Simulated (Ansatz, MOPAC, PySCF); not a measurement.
Species: PH5, net charge 0, singlet state. SMILES: [H][P@TB7]([H])([H])([H])[H]
Geometry: optimised at B3LYP-D3(BJ)/def2-TZVP (Ansatz, a first-principles code).

Unscaled harmonic wavenumbers (cm⁻¹) in rising order, each level at the stationary point that it reaches from this structure (no distance between atoms moves by over 0.3 Å); the order of modes can differ between levels, and a negative number is imaginary. B3LYP-D3(BJ)/def2-TZVP (PySCF, at the structure above): 523, 523, 1185, 1251, 1251, 1453, 1453, 1861, 1955, 2299, 2309, 2309.

PM7 (MOPAC): 796, 796, 1266, 1288, 1288, 1590, 1590, 2036, 2145, 2282, 2304, 2304. Zero-point energy 28.1 against 26.3 kcal/mol; where all levels lie over 400 cm⁻¹, the wavenumbers are on average 1.129 times those of B3LYP-D3(BJ)/def2-TZVP.

HF/6-31G* (Ansatz): 637, 637, 1309, 1385, 1385, 1600, 1600, 2023, 2124, 2542, 2554, 2554. Zero-point energy 29.1 against 26.3 kcal/mol; where all levels lie over 400 cm⁻¹, the wavenumbers are on average 1.121 times those of B3LYP-D3(BJ)/def2-TZVP.

B3LYP/6-31G* (Ansatz): 492, 492, 1226, 1284, 1284, 1490, 1490, 1881, 1972, 2314, 2318, 2318. Zero-point energy 26.5 against 26.3 kcal/mol; where all levels lie over 400 cm⁻¹, the wavenumbers are on average 1.004 times those of B3LYP-D3(BJ)/def2-TZVP.
